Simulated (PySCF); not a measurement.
Isomers of C7H18BNO. Level of theory: PySCF 2.14.0, PBE0-D3(BJ)/def2-SVP geometry optimisation, gas phase. Energies are electronic, without zero-point or thermal terms, for one conformer each. No frequencies were run at this level. Point groups hold within 0.08 Å.

Problem. Rank from lowest to highest electronic energy at this level (kcal/mol).
A. `[CH3:1][CH2:2][O:3][C@H:4]1[CH2:5][CH2:6][BH2-:7][N+:8]1([CH3:9])[CH3:10]` with C1–C2–O3–C4 -76°, C2–O3–C4–C5 114°, O3–C4–C5–C6 156°, C4–C5–C6–B7 -7°, C5–C6–B7–N8 -20°, C6–B7–N8–C9 158°
B. `[CH3:1][O:2][CH2:3][B@H-:4]1[CH2:5][CH2:6][CH2:7][N+:8]1([CH3:9])[CH3:10]` with C1–O2–C3–B4 -173°, O2–C3–B4–C5 -165°, C3–B4–C5–C6 133°, B4–C5–C6–C7 12°, C5–C6–C7–N8 -37°, C6–C7–N8–C9 -74°

Solution. A (0.0), B (0.6).

Neighbours under 2.5 kcal/mol apart (CCO[C@H]1CC[BH2-][N+]1(C)C and COC[B@H-]1CCC[N+]1(C)C) can change places with a better method, another conformer or zero-point energy.

```json
{"SMILES": "CCO[C@H]1CC[BH2-][N+]1(C)C", "E (Eh)": "-431.59758", "E rel (kcal/mol)": "0.0", "dipole (D)": "4.52", "point group": "C1", "A, B, C (MHz)": "1968, 990.5, 802.6"}
{"SMILES": "COC[B@H-]1CCC[N+]1(C)C", "E (Eh)": "-431.59669", "E rel (kcal/mol)": "0.6", "dipole (D)": "3.31", "point group": "C1", "A, B, C (MHz)": "2170, 892.7, 750.2"}
```

Problem. As an exercise, what shares would exp(−E/RT) give at 298.15 K from these electronic energies alone (no entropy, no degeneracies)?

Solution. RT = 0.592 kcal/mol: CCO[C@H]1CC[BH2-][N+]1(C)C 72.0 %, COC[B@H-]1CCC[N+]1(C)C 28.0 %.
